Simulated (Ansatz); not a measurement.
Basis sets compared for MoO₂F₂. Charge 0, multiplicity 1. Geometry PBE-D4/def2-SVP. Ansatz on 4 threads of Arm Neoverse V1 on a shared host; times are rough, and most runs start from earlier orbitals.

Cartesian coordinates in Å:
```
Mo 0.004 0.004 -0.005
O -0.111 -0.039 -1.687
O 1.101 1.230 0.364
F 0.657 -1.615 0.611
F -1.651 0.420 0.716
```

In the def2 sets Mo takes a core potential; there is no spin–orbit coupling.

Binding counts from free atoms (Mo septet, O triplet, F doublet) in the same basis, without a counterpoise term.

| level | functions | energy (Eh) | HOMO (eV) | LUMO (eV) | binding per atom (eV) | wall time |
| --- | --- | --- | --- | --- | --- | --- |
| PBE-D4/def2-SVP | 87 | -417.9781 | -8.30 | -4.10 | 5.27 | 0.7 s |
| PBE-D4/def2-TZVP | 164 | -418.4267 | -8.40 | -4.20 | 5.14 | 1.1 s |
| r2SCAN-D4/def2-TZVP | 164 | -418.6043 | -8.81 | -4.24 | 4.78 | 2.2 s |
| PBE0-D4/def2-SVP | 87 | -417.8769 | -10.10 | -3.56 | 4.61 | 0.8 s |
| PBE0-D4/def2-TZVP | 164 | -418.3283 | -10.11 | -3.54 | 4.54 | 1.4 s |

Problem. Estimate the rows for PBE-D4/def2-TZVPD, r2SCAN-D4/def2-TZVPD, PBE0-D4/def2-TZVPD.

Solution. 
| level | functions | energy (Eh) | HOMO (eV) | LUMO (eV) | binding per atom (eV) | wall time |
| --- | --- | --- | --- | --- | --- | --- |
| PBE-D4/def2-TZVPD | 200 | -418.4318 | -8.41 | -4.21 | 5.14 | 1.6 s |
| r2SCAN-D4/def2-TZVPD | 200 | -418.6098 | -8.79 | -4.21 | 4.80 | 3.1 s |
| PBE0-D4/def2-TZVPD | 200 | -418.3338 | -10.09 | -3.53 | 4.55 | 2.2 s |
